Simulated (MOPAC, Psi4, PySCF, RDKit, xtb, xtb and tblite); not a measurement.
Two geometries of C5H9N, SMILES C(CC#N)CC, singlet, relaxed at GFN2-xTB with one dihedral held; other torsions can differ between them too.

Structure A

```
15

C      2.1225     0.0927     0.0744
C      0.6721     0.5247    -0.1104
C     -0.2749    -0.6685    -0.3028
C     -1.0291    -1.0455     0.9805
C     -0.1338    -1.4756     2.0237
N      0.5771    -1.8231     2.8489
H      2.2224    -0.5545     0.9426
H      2.4738    -0.4465    -0.8027
H      2.7602     0.9615     0.2200
H      0.6126     1.1749    -0.9865
H      0.3564     1.1136     0.7530
H     -1.0246    -0.4284    -1.0601
H      0.2898    -1.5322    -0.6584
H     -1.7276    -1.8635     0.7791
H     -1.6001    -0.1878     1.3481
```

Structure B

```
15

C      2.1310     0.2317     0.2364
C      0.6653     0.5036    -0.0880
C     -0.2167    -0.7397    -0.3443
C      0.4880    -2.1012    -0.2419
C      1.3901    -2.3292    -1.3413
N      2.0856    -2.5193    -2.2289
H      2.2398    -0.3083     1.1746
H      2.6114    -0.3361    -0.5560
H      2.6557     1.1793     0.3380
H      0.6338     1.1407    -0.9738
H      0.2333     1.0783     0.7338
H     -1.0353    -0.7504     0.3787
H     -0.6660    -0.6669    -1.3367
H     -0.2659    -2.8945    -0.2710
H      1.0393    -2.1907     0.6962
```

Question: Which is lower in energy at the level Psi4 1.11 with wB97X-D/def2-TZVP // GFN2-xTB, and by how much?

Answer: A is lower, by 13.49 kJ/mol (dihedral C1–C2–C3–C4: 100° in A, 0° in B).

E(B) − E(A) in kJ/mol at the other levels, on the same two geometries: GFN2-xTB (xtb and tblite) 12.53; MMFF94 // GFN2-xTB (RDKit) 16.21; PBE/def2-TZVP // GFN2-xTB (Psi4) 13.22; PBE-D3(BJ)/def2-TZVP // GFN2-xTB (Psi4) 12.68; UFF // GFN2-xTB (RDKit) 27.65; PM7, restricted, heats of formation // GFN2-xTB (MOPAC) 11.66; PM6, restricted, heats of formation // GFN2-xTB (MOPAC) 10.82; GFN1-xTB // GFN2-xTB (xtb) 9.69; restricted B3LYP/6-31G*, spherical d, density fitting // GFN2-xTB (PySCF) 14.28; restricted Hartree-Fock/3-21G // GFN2-xTB (PySCF) 16.60; restricted B3LYP/6-311+G**, spherical d, density fitting // GFN2-xTB (PySCF) 14.09; restricted Hartree-Fock/STO-3G // GFN2-xTB (PySCF) 15.04.
